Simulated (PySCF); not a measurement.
Correlation energy of Ca (calcium, neutral)

[Ar] 4s2, closed-shell 1S. Calculation: PySCF 2.14, in x2c-TZVPall (6s5p3d, 36 functions); scalar relativity by spin-free X2C-1e. Frozen: [Ar]; 2 electrons correlated.

Total MP2 correlation energy: -18.46 mhartree.

Same-spin part 0.00 and opposite-spin part -18.46 mhartree; SCS-MP2 scales them by 1/3 and 6/5 to -22.16 mhartree.

With two correlated electrons CCSD is exact within the correlated space (frozen core and kept virtual orbitals).

```tsv
level	correlation energy (mhartree)
CCSD	-28.20
```

Diagnostics: T1 = 0.013, D1 = 0.0179, largest double amplitude 0.123.

Task: Is a single reference adequate?

Result: Mostly. T1 lies below 0.03, but a double amplitude of this size points to a near-degeneracy that CCSD handles and MP2 describes poorly.
